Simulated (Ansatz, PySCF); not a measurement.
System: C$_{3}$H$_{5}$O (charge -1, singlet). It need not be the lowest isomer of its formula. Whether it binds its extra electron was not tested at this geometry. 
Structure (B3LYP-D3(BJ)/def2-TZVP (Ansatz, a first-principles code) minimum search):
SMILES: [CH-]=CCO
```xyz
9

C      1.5813    -0.5940    -0.5502
C      0.8420     0.2729     0.1736
C     -0.5725     0.5925    -0.2169
O     -1.5256    -0.3187     0.4088
H      2.5534    -0.7671    -0.0360
H      1.1417     0.7389     1.1321
H     -0.6689     0.5086    -1.3063
H     -0.8914     1.5941     0.0986
H     -1.0353    -1.1528     0.4015
```
Charge -1, spin multiplicity 1.

Total electronic energies in hartree. Valence correlation only, unless marked. No spin-orbit coupling. No relativistic terms. CBS marks a two-point X^-3 extrapolation of the correlation energy; Hartree-Fock from the larger set. The bracket is a focal-point correction in the basis named.

```tsv
level	program	energy (Eh)
HF-D3(BJ)/def2-TZVPD	PySCF + dftd3	-191.38823
PBE0/STO-3G	Ansatz	-189.60167
TPSSh-D4/def2-TZVPD	PySCF + dftd4	-192.56074
LC-wPBE-D4/def2-TZVPD	Ansatz + dftd4	-192.42473
PBE-QIDH/def2-TZVPD	Ansatz	-192.28361
MP2/6-31G	Ansatz	-191.54828
SCS-MP2/aug-cc-pVTZ	Ansatz	-192.10601
CCSD(T)/cc-pVDZ	Ansatz	-191.92735
RI-MP2/CBS(aug-cc-pVTZ,aug-cc-pVQZ)+[CCSD(T)-MP2]/aug-cc-pVTZ	Ansatz	-192.2592
```

Totals of different functionals don't rank their quality; only differences between species are comparable.
